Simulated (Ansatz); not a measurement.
```yaml
crystal:
  periodic: [false, false, false]
  atoms:
    - {symbol: S, position_ang: [-4.524222, -0.297353, 0.927853]}
    - {symbol: Si, position_ang: [-0.023959, 0.813948, 0.534136]}
    - {symbol: B, position_ang: [3.047914, -1.991467, 0.306012]}
    - {symbol: O, position_ang: [1.915670, -1.014580, -2.240814]}
    - {symbol: H, position_ang: [-5.508281, 2.044786, -0.586886]}
    - {symbol: H, position_ang: [0.293854, 4.027067, 0.141757]}
    - {symbol: H, position_ang: [4.933664, -3.732001, 0.817402]}
basis:
  gaussian: {orbitals: STO-3G}
hamiltonian: {xc: {name: wB97X-V}}
output: {forces: true}
```

```sh
$ ansatz run in.yaml --threads 2 --pin off --events-out ev --progress --plain --max-ram 4352MiB
```

It prints (some lines left out):

```
Functional definition: wB97X-V
340 factors; integrals over basis functions are off by at most 4.2e-5 eV
156 factors; integrals over basis functions are off by at most 2.3e-6 eV
mean field evaluation 1: about -21137.7236 eV, gradient 3.6e1 eV
mean field evaluation 2: about -20577.6559 eV, gradient 7.2e1 eV
mean field evaluation 4: about -21058.0022 eV, gradient 3.4e1 eV
mean field evaluation 8: about -21188.1684 eV, gradient 7.9e0 eV
mean field evaluation 16: about -21191.8285 eV, gradient 7.0e-2 eV
mean field evaluation 32: about -21191.8142 eV, gradient 2.8e-1 eV
mean field -21191.82869898 eV, -778.7853403502 hartree, gradient 1.4e-6 eV, S^2 0.000000; 6 other end points of the search recorded, 0 dependent functions left out
reference -21191.82869713 eV, -778.7853402819 hartree; 23, 23 occupied and 8, 8 virtual orbitals, 340 factors
Total energy: -21191.82869713 eV, -778.7853402819 hartree
Atom 0 at    -4.524222    -0.297353     0.927853 Å, force    -0.273054     2.333391    -1.458876 eV/Å
Atom 1 at    -0.023959     0.813948     0.534136 Å, force    -0.359181     2.227132    -0.305647 eV/Å
Atom 2 at     3.047914    -1.991467     0.306012 Å, force     2.348140    -2.183695     0.086463 eV/Å
Atom 3 at     1.915670    -1.014580    -2.240814 Å, force     0.162336    -0.133235     0.613276 eV/Å
Atom 4 at    -5.508281     2.044786    -0.586886 Å, force     0.938536    -2.176130     1.407239 eV/Å
Atom 5 at     0.293854     4.027067     0.141757 Å, force    -0.248438    -2.439488     0.297591 eV/Å
Atom 6 at     4.933664    -3.732001     0.817402 Å, force    -2.568340     2.372024    -0.640045 eV/Å
Dipole moment:     1.271163    -0.357412     0.236268 e Å
```

In this input the geometry is stretched to more than twice its size. Self-consistency was reached. The result belongs to that input, not to the molecule as meant.
